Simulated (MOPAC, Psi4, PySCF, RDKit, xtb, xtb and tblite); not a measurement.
Two geometries of C2H7NO2Si, SMILES COC([SiH2]N)=O, relaxed at GFN2-xTB with one dihedral held; other torsions can differ between them too.

Structure A

```
13

C     -2.6640    -0.0025     0.2913
O     -1.2813     0.0829     0.5497
C     -0.4205    -0.0081    -0.4906
O      0.6961    -0.4116    -0.2718
Si    -0.8088     0.8438    -2.1682
N      0.5953     0.4641    -3.0566
H     -3.1567     0.1091     1.2560
H     -2.9199    -0.9740    -0.1377
H     -3.0000     0.7904    -0.3832
H     -1.9726     0.2706    -2.8500
H     -1.0658     2.2576    -1.8492
H      1.4214     0.1818    -2.5518
H      0.8188     0.8932    -3.9374
```

Structure B

```
13

C      2.6601    -0.1049     0.3271
O      1.2905     0.1328     0.5527
C      0.4397     0.1842    -0.4879
O     -0.7270     0.3992    -0.2570
Si     1.0117    -0.0558    -2.3063
N     -0.4904    -0.2523    -3.0865
H      3.1465     0.0164     1.2940
H      2.8303    -1.1205    -0.0381
H      3.0810     0.6098    -0.3836
H      1.8099    -1.2749    -2.4629
H      1.8229     1.1125    -2.6869
H     -1.3214     0.0520    -2.6026
H     -0.5990    -0.2152    -4.0849
```

Problem. Which is lower in energy at the level DF-MP2 (frozen core)/cc-pVTZ // GFN2-xTB run with Psi4, and by how much?

Solution. B is lower, by 9.33 kJ/mol (dihedral C1–O2–C3–Si5: 40° in A, 0° in B).

E(B) − E(A) in kJ/mol at the other levels, on the same two geometries: GFN2-xTB (xtb and tblite) -10.65; MMFF94 // GFN2-xTB (RDKit) -10.46; B3LYP/def2-TZVP // GFN2-xTB (Psi4) -9.08; B3LYP-D3(BJ)/def2-TZVP // GFN2-xTB (Psi4) -9.56; PBE/def2-TZVP // GFN2-xTB (Psi4) -9.91; PBE-D3(BJ)/def2-TZVP // GFN2-xTB (Psi4) -10.17; HF/cc-pVTZ // GFN2-xTB (Psi4) -8.26; UFF // GFN2-xTB (RDKit) -11.53; AM1, restricted, heats of formation // GFN2-xTB (MOPAC) -2.25; PM7, restricted, heats of formation // GFN2-xTB (MOPAC) -2.38; GFN1-xTB // GFN2-xTB (xtb) -7.13; restricted B3LYP/6-31G*, spherical d, density fitting // GFN2-xTB (PySCF) -9.37; restricted MP2 (frozen core)/3-21G // GFN2-xTB (PySCF) -7.17; restricted Hartree-Fock/LANL2DZ, with its core potentials past Ne // GFN2-xTB (PySCF) -6.51; restricted B3LYP/LANL2DZ, with its core potentials past Ne // GFN2-xTB (PySCF) -8.19.
